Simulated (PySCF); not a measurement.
SMILES F[SiH](F)c1ccc([Si](F)(F)F)cc1 (GFN2-xTB optimised geometry):

```
18

Si    -2.195    -3.414    -4.906
F     -3.024    -4.643    -4.308
F     -1.038    -4.138    -5.739
C     -1.426    -2.439    -3.497
C     -2.088    -2.292    -2.278
C     -1.527    -1.571    -1.244
C     -0.279    -0.961    -1.389
C      0.385    -1.108    -2.608
C     -0.180    -1.830    -3.641
Si     0.472     0.029     0.000
F      0.087     1.571     0.000
F      0.047    -0.472     1.444
F      2.059     0.029     0.000
H     -3.045    -2.712    -5.837
H     -3.053    -2.759    -2.139
H     -2.059    -1.479    -0.308
H      1.355    -0.653    -2.744
H      0.357    -1.933    -4.573
```

Calculation: PySCF 2.14.0 with PBE0/def2-SVP.

### Question
What are the frontier orbital energies and the dipole moment?

### Answer
HOMO-2 -9.51 eV, HOMO-1 -8.54 eV, HOMO -8.30 eV, LUMO -1.95 eV, LUMO+1 -1.04 eV; dipole moment 2.07 D.

Meta-Löwdin charges at PBE0/def2-SVP: Si1 1.26, F2 -0.47, F3 -0.47, C4 -0.24, C5 -0.09, C6 -0.08, C7 -0.26, C8 -0.08, C9 -0.09, Si10 1.54, F11 -0.46, F12 -0.46, F13 -0.46, H14 -0.13, H15 0.12, H16 0.12, H17 0.12, H18 0.12.
